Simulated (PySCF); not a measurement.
Choosing a molecule for a target property.

Each SMILES stands for a single optimised conformer of the isolated species, non-relativistic unless stated; the electronic structure was computed with PySCF and density fitting.

Dipoles, sizes and rotational constants follow the conformer. The torsions of the flexible species, by atom-mapped SMILES:
- `[CH2:1]=[C:2]([CH3:3])/[P:4]=[CH:5]/[O:6][CH3:7]`: C1–C2–P4–C5 180°, P4–C5–O6–C7 180°
- `[CH:1]#[C:2][CH2:3][CH2:4][SiH:5]([SiH3:6])[SiH3:7]`: C2–C3–C4–Si5 -179°, C3–C4–Si5–Si6 -64°
- `[CH2:1]=[CH:2][C@H:3]1[SiH2:4][C@@H:5]([SiH3:6])[SiH2:7]1`: C1–C2–C3–Si4 127°
- `[CH3:1][O:2][CH2:3][CH:4]=[C:5]1[CH2:6][CH2:7]1`: C1–O2–C3–C4 68°, O2–C3–C4–C5 -114°
- `[CH:1]#[C:2][CH2:3][P@H:4](=[O:5])[CH2:6][CH3:7]`: C2–C3–P4–O5 -177°, C3–P4–C6–C7 -174°
- `[CH2:1]=[C:2]([CH3:3])[CH2:4][C:5]([CH3:6])=[O:7]`: C1–C2–C4–C5 105°, C2–C4–C5–C6 -90°
- `[CH:1]#[C:2][SiH2:3][SiH2:4][C@@H:5]([CH3:6])[SiH3:7]`: C2–Si3–Si4–C5 65°, Si3–Si4–C5–C6 -62°
- `[SiH3:1]/[CH:2]=[CH:3]\[SiH2:4][SiH:5]1[CH2:6][CH2:7]1`: C2–C3–Si4–Si5 -81°, C3–Si4–Si5–C6 15°
- `[CH2:1]=[P:2][c:3]1[cH:4][cH:5][o:6][cH:7]1`: C1–P2–C3–C4 -150°

Question: Wanted: dipole moment between 2.8 D and 3.4 D (CAM-B3LYP/def2-SVPD) and smallest rotational constant below 1 GHz (GFN2-xTB), at GFN2-xTB geometries. Which candidate meets both?
A. `O=C(CC(C)=C)C`
B. `C#CCC[SiH]([SiH3])[SiH3]`
C. `C=C[C@H]1[SiH2][C@@H]([SiH3])[SiH2]1`
D. `C=C(C)/P=C/OC`
E. `C1C(=CCOC)C1`
F. `C#CC[P@H](=O)CC`

Answer: D. Computed values:
| species | dipole moment | smallest rotational constant |
| --- | --- | --- |
| C#CCC[SiH]([SiH3])[SiH3] | 0.40 D | 0.586 GHz |
| C=C[C@H]1[SiH2][C@@H]([SiH3])[SiH2]1 | 0.88 D | 0.755 GHz |
| C1C(=CCOC)C1 | 1.92 D | 1.303 GHz |
| O=C(CC(C)=C)C | 2.58 D | 1.563 GHz |
| C=C(C)/P=C/OC | 3.00 D | 0.903 GHz |
| C#CC[P@H](=O)CC | 3.78 D | 1.088 GHz |

Question: Wanted: HOMO energy above -7.6 eV (CAM-B3LYP/def2-SVPD) and electronic spatial extent ⟨r²⟩ about the centre of nuclear charge below 1500 bohr² (CAM-B3LYP/def2-SVPD), at GFN2-xTB geometries. Which candidate meets both?
A. `C=C[C@H]1[SiH2][C@@H]([SiH3])[SiH2]1`
B. `COCC=C1CC1`
C. `C(=C)(/P=C/OC)C`
D. `C#CCC[SiH]([SiH3])[SiH3]`

Answer: C. Computed values:
| species | HOMO energy | electronic spatial extent ⟨r²⟩ about the centre of nuclear charge |
| --- | --- | --- |
| C#CCC[SiH]([SiH3])[SiH3] | -9.11 eV | 2002 bohr² |
| COCC=C1CC1 | -8.73 eV | 969 bohr² |
| C=C[C@H]1[SiH2][C@@H]([SiH3])[SiH2]1 | -8.00 eV | 1680 bohr² |
| C(=C)(/P=C/OC)C | -7.21 eV | 1280 bohr² |

Question: Wanted: HOMO–LUMO gap between 8.2 eV and 9.6 eV (CAM-B3LYP/def2-SVPD) and lowest singlet excitation above 5.9 eV (TDDFT CAM-B3LYP/def2-SVPD), at GFN2-xTB geometries. Which candidate meets both?
A. `[SiH3]/C=C\[SiH2][SiH]1CC1`
B. `C#CCC[SiH]([SiH3])[SiH3]`
C. `[C@H](C)([SiH3])[SiH2][SiH2]C#C`
D. `C=C(C)/P=C/OC`
E. `[C@H]1([SiH2][C@@H]([SiH2]1)[SiH3])C=C`
F. `C=Pc1ccoc1`

Answer: B. Computed values:
```
                               species  HOMO–LUMO gap  lowest singlet excitation
                         C=C(C)/P=C/OC        7.02 eV                    4.58 eV
                            C=Pc1ccoc1        7.28 eV                    4.47 eV
            [SiH3]/C=C\[SiH2][SiH]1CC1        7.90 eV                    5.24 eV
[C@H]1([SiH2][C@@H]([SiH2]1)[SiH3])C=C        8.48 eV                    5.68 eV
              C#CCC[SiH]([SiH3])[SiH3]        9.44 eV                    6.55 eV
       [C@H](C)([SiH3])[SiH2][SiH2]C#C        9.78 eV                    6.06 eV
```

Question: Wanted: lowest triplet excitation (Tamm–Dancoff) above 5 eV (TDA CAM-B3LYP/def2-SVPD) and static isotropic polarisability above 128 au (CAM-B3LYP/def2-SVPD), at GFN2-xTB geometries. Which candidate meets both?
A. `C=C[C@H]1[SiH2][C@@H]([SiH3])[SiH2]1`
B. `C=C(C)CC(C)=O`
C. `C#CCC[SiH]([SiH3])[SiH3]`
D. `[SiH3]/C=C\[SiH2][SiH]1CC1`
E. `COCC=C1CC1`
F. `C=C(C)/P=C/OC`

Answer: C. Computed values:
```csv
species,lowest triplet excitation (Tamm–Dancoff),static isotropic polarisability
C=C(C)/P=C/OC,2.32 eV,99.9 au
C=C(C)CC(C)=O,3.78 eV,74.6 au
[SiH3]/C=C\[SiH2][SiH]1CC1,3.94 eV,129.7 au
C=C[C@H]1[SiH2][C@@H]([SiH3])[SiH2]1,4.23 eV,127.1 au
COCC=C1CC1,4.44 eV,76.3 au
C#CCC[SiH]([SiH3])[SiH3],5.50 eV,133.9 au
```
